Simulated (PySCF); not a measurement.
A GIAO shielding run with PySCF (density fitting, non-relativistic, gas phase) on `[SiH2]([SiH2]CC=C)[SiH2]Cl`, C₃H₁₁ClSi₃:

```
$ OMP_NUM_THREADS=1 python probes_run.py task.json out

{"job": {"kind": "nmr", "xc": "PBE0", "basis": "pcSseg-1"}, "charge": 0, "multiplicity": 1}
C     -2.949541     1.316284     0.869077
C     -2.580282     0.301009     0.108633
C     -1.208803     0.104198    -0.425596
Si    -0.270975    -1.232579     0.574854
Si     1.929969    -1.324197    -0.171919
Si     3.180035     0.612224     0.105252
Cl     2.087841     2.197937    -0.564782
H     -3.950321     1.410456     1.254409
H     -2.260520     2.102823     1.131364
H     -3.290678    -0.478082    -0.137637
H     -1.260211    -0.203057    -1.471646
H     -0.655044     1.042804    -0.384475
H     -0.354669    -0.865271     1.996394
H     -1.015761    -2.494835     0.443400
H      1.992513    -1.724121    -1.589465
H      2.659024    -2.402089     0.514883
H      3.489221     0.933645     1.500646
H      4.449443     0.709168    -0.618368
```

Hardware: 1 thread of an Arm Neoverse N1, shared host. The job also computes population analyses, field gradients.

**Question.** How large is the calculation?

**Answer.** 88 electrons, 202 basis functions and 1143 auxiliary functions.

**Question.** How long does it take, and how much memory does it need?

**Answer.** 81 s of wall time, with 12 SCF cycles and 5 response iterations; peak memory 0.91 GiB. Times on a shared host scatter by some tens of per cent.
